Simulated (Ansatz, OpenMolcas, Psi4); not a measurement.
# GaSiH4F (SMILES [F][GaH][SiH3]): methods side by side

GaSiH4F: 7 atoms, total charge 0, spin state singlet. As SMILES, `[F][GaH][SiH3]`. Geometry: relaxed at PBE0-D4/def2-TZVP.

Each level gives the HOMO–LUMO gap (eV). The values are calculated.

```
                                            level                    kind     program  value (eV)  CPU time
                                    BLYP/def2-SVP                     GGA  OpenMolcas        4.10      13 s
                                  revPBE/def2-SVP                     GGA  OpenMolcas        4.21      14 s
                                    TPSS/def2-SVP                meta-GGA  OpenMolcas        4.44      17 s
                                   BHLYP/def2-SVP           global hybrid  OpenMolcas        7.94      12 s
                                 wB97M-V/def2-SVP  range-separated hybrid        Psi4        9.93   2.6 min
                                  B2PLYP/def2-SVP           double hybrid  OpenMolcas        8.15     9.4 s
B2PLYP/def2-SVP (density fitting for correlation)           double hybrid        Psi4        8.15      11 s
                                PBE-QIDH/def2-SVP           double hybrid      Ansatz        9.50      10 s
```

All-electron rows without a relativistic Hamiltonian named are non-relativistic. The values span 4.10 to 9.93 eV. Orbital gaps aren't excitation energies, and those of double hybrids come from the SCF part alone; they tend to grow with the share of exact exchange. Times are those of the runs behind each value, whatever else they computed, on shared processors of several kinds: orders of magnitude only.
